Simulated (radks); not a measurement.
Spherical quantum dot in the effective-mass picture: electrons in a well V = -V0 / (1 + exp((r - R)/a)) with V0 = 7.43, R = 2.99, a = 0.36, with a point charge +1 (a donor) at the centre, all in effective atomic units (hartree* = m*/eps^2 hartree, bohr* = eps/m* bohr), one dielectric constant everywhere. Calculated with a radial shooting solver with Libxc functionals: non-relativistic Kohn-Sham, PBE, spin-polarised, spherical densities. Levels are named by radial order and angular momentum (1s, 1p, 1d, 2s, ...), and open shells are averaged over m.

N = 11, configuration 1s2 1p6 1d(up 3, down 0). This is the lowest configuration that the search found. Occupied and some empty levels:

| level | occupation | eigenvalue (hartree*) | <r> (bohr*) |
|---|---|---|---|
| 1s up | 1 | -2.4047 | 1.515 |
| 1s down | 1 | -2.3631 | 1.470 |
| 1p up | 3 | -1.8512 | 1.909 |
| 1p down | 3 | -1.7785 | 1.894 |
| 1d up | 3 | -1.2241 | 2.104 |
| 1d down | 0 | -1.1409 | 2.099 |
| 2s up | 0 | -1.1207 | 1.580 |
| 2s down | 0 | -1.0847 | 1.606 |
| 1f up | 0 | -0.48198 | 2.259 |
| 1f down | 0 | -0.39518 | 2.260 |
| 2p up | 0 | -0.0097553 | 1.924 |

Energy (hartree*): total -46.6930, kinetic 10.134, external -80.774, Hartree 28.824, exchange-correlation -4.8769.
